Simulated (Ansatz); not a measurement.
One change: `B/N=C(/C)Cl` becomes `C/C(Cl)=N\[SiH3]`.

Ansatz, PBE0-D4/def2-TZVP geometries, multiplicity 1. 

| property | `B/N=C(/C)Cl` |
| --- | --- |
| LUMO energy (B3LYP/def2-TZVPP) / eV | -0.92 |
| ideal-gas entropy at 298 K and 1 bar (rigid rotor, harmonic PBE0-D4/def2-TZVP) / J/(mol·K) | 328 |
| size of the dipole moment (B3LYP/def2-TZVPP) / D | 2.20 |
| LUMO energy (PBE/def2-TZVPP) / eV | -1.72 |
| zero-point energy (PBE0-D4/def2-TZVP) / kJ/mol | 186.5 |
| LUMO energy (PBE0/def2-TZVPP) / eV | -0.69 |

Give the same properties after the change, and the shifts. (Estimate.)

Computed: 
```csv
property,`C/C(Cl)=N\[SiH3]`,shift
LUMO energy (B3LYP/def2-TZVPP) / eV,-1.11,-0.19
"ideal-gas entropy at 298 K and 1 bar (rigid rotor, harmonic PBE0-D4/def2-TZVP) / J/(mol·K)",351,23
size of the dipole moment (B3LYP/def2-TZVPP) / D,2.46,0.26
LUMO energy (PBE/def2-TZVPP) / eV,-1.92,-0.20
zero-point energy (PBE0-D4/def2-TZVP) / kJ/mol,196.3,9.8
LUMO energy (PBE0/def2-TZVPP) / eV,-0.90,-0.21
```

With PBE0 the HOMO rises by 0.55 eV and the LUMO falls by 0.21 eV, so the gap narrows by about 0.76 eV. PBE moves the HOMO by 0.66 eV and ωB97M-V by 0.49 eV. The zero-point energy changes by 9.8 kJ/mol with +3 modes. Dipoles are sizes alone; their direction can turn.

Positive LUMOs are unbound, so they and the gaps depend on the basis.

B3LYP here is the variant with VWN-RPA as its local correlation; programs differ in this.
